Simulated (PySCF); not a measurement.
## Worked example: entropy of an ideal gas

CH3Cl2Si, SMILES C[Si](Cl)Cl, multiplicity 2.

Coordinates come from a PBE0-D3(BJ)/def2-SVP optimisation. The isomer is the one that the SMILES or the coordinates give; other isomers of the formula were not compared.

PBE0-D3(BJ)/def2-SVP in PySCF gives the harmonic wavenumbers 151, 169, 179, 236, 490, 569, 715, 773, 798, 1245, 1412, 1417, 3057, 3171, 3185 cm⁻¹ and the rotational temperatures 0.2114, 0.1131, 0.0791 K. The molar mass is 114.02 g/mol, the symmetry number 1, the spin multiplicity 2.

Task: Work out the entropy at 298.15 K and 1 atm in the rigid-rotor, harmonic-oscillator model.

Result: 
Translation (Sackur–Tetrode at 1 atm): S = R[1.5 ln M + 2.5 ln T − 1.16487] = 167.8 J/(mol K).
Rotation: q = (√π/σ) T^1.5/√(θA θB θC) = 210000, S = R[ln q + 3/2] = 114.4 J/(mol K).
Vibration: with u = 1.4388 ν/T, each mode gives R[u/(e^u − 1) − ln(1 − e^−u)]:
```tsv
ν (cm⁻¹)	modes	u	S (J/(mol K))
151	1	0.73	11.13
169	1	0.82	10.24
179	1	0.86	9.79
236	1	1.14	7.67
490	1	2.36	2.86
569	1	2.75	2.12
715	1	3.45	1.21
773	1	3.73	0.96
798	1	3.85	0.87
1245	1	6.01	0.14
1412	1	6.81	0.07
1417	1	6.84	0.07
```
The stiffer modes add less than 0.005 each. Sum 47.1 J/(mol K).
Spin: R ln 2 = 5.8 J/(mol K).
Total 335.1 J/(mol K); the program's own thermochemistry gives 335.1. Translation makes up 50 % and vibration 14 %. Anharmonicity, hindered rotation and orbital degeneracy are left out.
